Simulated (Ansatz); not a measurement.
Two isomers of C3H6OSSi: A = `C=C=C(O)[SiH2]S`, B = `C=C([SiH3])C(=O)S`.

Calculated with Ansatz (gas phase, PBE0-D4/def2-TZVP geometries, no zero-point term in ΔE). CCSD(T)/CBS is the MP2 limit (def2-TZVPP, def2-QZVPP) plus CCSD(T) − MP2 in def2-TZVPP, frozen cores. Functionals use def2-TZVPP. Each species was taken in one conformer, which may not be the lowest.

**Question.** Which isomer does CCSD(T)/CBS put lower? Give the gap. (Estimate.)

**Answer.** The calculation gave: B, by 23.9 kJ/mol.

**Question.** Give E(B) − E(A) in kJ/mol with CCSD(T)/def2-TZVPP, ωB97M-V, HF/def2-TZVPP, B2PLYP, CCSD/def2-TZVPP, r2SCAN-D4, MP2/def2-TZVPP. (Estimate.)

**Answer.** The calculation gave: CCSD(T)/def2-TZVPP -29.9, ωB97M-V -21.8, HF/def2-TZVPP -25.4, B2PLYP -26.7, CCSD/def2-TZVPP -25.2, r2SCAN-D4 -25.5, MP2/def2-TZVPP -30.9. None reverses the order clearly.

Largest T1 diagnostic: 0.016.

In def2-TZVPP, CCSD(T) changes the Hartree–Fock value by −4.5 kJ/mol (the triples alone add −4.7 kJ/mol) and MP2 by −5.4 kJ/mol. From PBE to PBE0 (25 % exact exchange), in def2-TZVPP and without D4, E(B) − E(A) moves by +3.8 kJ/mol.
